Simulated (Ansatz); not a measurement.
Correlation energies of Cl$_{2}$GaHS (`[SH][Ga]([Cl])[Cl]`) by basis set

```xyz
5

S     0.618   -0.851   -1.398
Ga   -0.450    0.131    0.222
Cl   -2.570    0.125    0.262
Cl    0.587    1.114    1.797
H     1.815   -0.518   -0.883
```

The species carries charge 0 and has multiplicity 1. Correlated methods include outer-core shells of Ga, which these sets cover unevenly. Scalar relativity is left out up to krypton. All single points use the PBE0-D4/def2-TZVP geometry. It is one conformer, not always the lowest. Frozen core, restricted reference, the Gaussian-basis code of Ansatz.

```json
{"basis": "def2-SVP", "HF (Eh)": "-3239.86492", "MP2 corr.": "-0.59727", "CCSD corr.": "-0.62516", "(T)": "-0.01752", "CCSD(T) total": "-3240.50760"}
{"basis": "def2-TZVPP", "HF (Eh)": "?", "MP2 corr.": "?", "CCSD corr.": "?", "(T)": "?", "CCSD(T) total": "?"}
{"basis": "def2-QZVPP", "HF (Eh)": "-3240.64395", "MP2 corr.": "-1.06728", "CCSD corr.": "–", "(T)": "–", "CCSD(T) total": "–"}
```

Fill in the withheld values. (Best estimate.)

Computed: def2-TZVPP HF (Eh): -3240.56790; def2-TZVPP MP2 corr.: -0.76476; def2-TZVPP CCSD corr.: -0.80559; def2-TZVPP (T): -0.03645; def2-TZVPP CCSD(T) total: -3241.40994.
